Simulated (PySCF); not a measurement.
Magnetic susceptibility: `F/C=C1\CCC(=S)C1`, C6H7FS

Cartesian coordinates in Å; atom numbers follow the order of the lines, from 1:
```xyz
15

F     2.967    0.811    0.121
C     2.147   -0.222   -0.161
C     0.835   -0.080   -0.181
C     0.079    1.187    0.109
C    -1.304    0.712    0.562
C    -1.464   -0.665    0.003
S    -2.855   -1.487   -0.071
C    -0.141   -1.182   -0.471
H     2.692   -1.131   -0.364
H    -0.003    1.777   -0.807
H     0.586    1.799    0.854
H    -2.116    1.369    0.251
H    -1.351    0.641    1.654
H     0.116   -2.122    0.022
H    -0.193   -1.399   -1.543
```

Level of theory: GIAO HSE06/pcSseg-1 magnetisability, rotational g tensor and spin-rotation constants, non-relativistic, gas phase in PySCF 2.14.0. Geometry: GFN2-xTB.

Q: What are the magnetisability and the molar susceptibility?

A: Isotropic -1078 × 10⁻³⁰ J/T², or -64.9 × 10⁻⁶ cm³/mol; principal values -1340, -1012, -882 × 10⁻³⁰ J/T², anisotropy 409 × 10⁻³⁰ J/T² (root of half the summed squared differences of the principal values). The susceptibility is in cgs units.

Q: Split it along the inertial axes a, b, c into diamagnetic and paramagnetic parts about the centre of mass, with the quadrupole moment.

A: 
```tsv
axis	χ (10⁻⁶ cm³/mol)	diamagnetic (10⁻⁶ cm³/mol)	paramagnetic (10⁻⁶ cm³/mol)	summed x² of all electrons (Å²)	quadrupole Θ (D Å)
a	-53.4	-345.4	292.0	314.9	-16.58
b	-60.7	-1409.5	1348.9	64.1	+10.91
c	-80.6	-1607.8	1527.2	17.3	+5.67
```
Anisotropies 2χaa − χbb − χcc = +34.4 and 2χbb − χaa − χcc = +12.7 × 10⁻⁶ cm³/mol. Θ is traceless in Buckingham's convention.

Q: And the rotational g tensor?

A: 
```csv
axis,rotational constant (GHz),g,nuclear part,electronic part
a,5.4319,-0.0968,0.6484,-0.7451
b,0.8303,-0.0183,0.5079,-0.5262
c,0.7355,-0.0082,0.5195,-0.5277
```
Asymmetric top; isotopes 12C, 19F, 1H, 32S; no vibrational averaging.
